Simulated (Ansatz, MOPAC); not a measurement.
Molecule: SiPH4, net charge 0, doublet state. SMILES: [SiH2]P

Atoms: Si1, P2, H3, H4, H5, H6. Bonds: Si1-P2, Si1-H3, Si1-H4, P2-H5, P2-H6.

Bond lengths (Å) and angles (degrees) optimised at AM1 with MOPAC; PM3 with MOPAC; PM7 with MOPAC; MP2/6-31G* with Ansatz (a program for electronic structure), each started from the B3LYP-D3(BJ)/def2-TZVP structure (Ansatz) of the last column. A row stands for all coordinates that are equal there; 6 of 7 kinds are shown. 6-31G* holds six Cartesian d functions. At PM7 the structure is a saddle point. No wavenumbers were computed at MP2/6-31G*, so these may be saddle points.

```csv
coordinate,AM1,PM3,PM7,MP2/6-31G*,B3LYP-D3(BJ)/def2-TZVP
Si1-P2,2.214,2.115,1.560,2.249,2.257
Si1-H3,1.458,1.487,1.469,1.488,1.489
P2-H5,1.367,1.325,1.507,1.415,1.418
P2-Si1-H3,113.5,111.2,119.9,109.0,108.2
Si1-P2-H5,97.8,106.8,130.7,97.8,96.3
H3-Si1-H4,113.3,108.9,120.3,109.2,108.4
```

Mean signed difference of all 5 bond lengths from B3LYP-D3(BJ)/def2-TZVP: AM1 -0.042 Å, PM3 -0.066 Å, PM7 -0.112 Å, MP2/6-31G* -0.003 Å.
